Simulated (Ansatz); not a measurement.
2H-1,3,5-oxadiazine (C3H4N2O), SMILES O1CN=CN=C1.

Geometry: B3LYP-D3(BJ)/def2-SVP. Other conformers were not sampled.

Two levels are set side by side: PBE/def2-SVPD (Ansatz, a first-principles code) and PBE0/def2-SVPD (Ansatz). Energy differences of separate SCF runs at the same geometry; the states with an electron removed or added have multiplicity 2 and 2. Differences are taken from unrounded values.

| quantity | PBE0 | PBE | PBE minus PBE0 |
|---|---|---|---|
| vertical ionisation energy (eV) | 9.58 | 9.33 | -0.26 |
| vertical singlet–triplet gap (eV) | 3.41 | 3.21 | -0.19 |
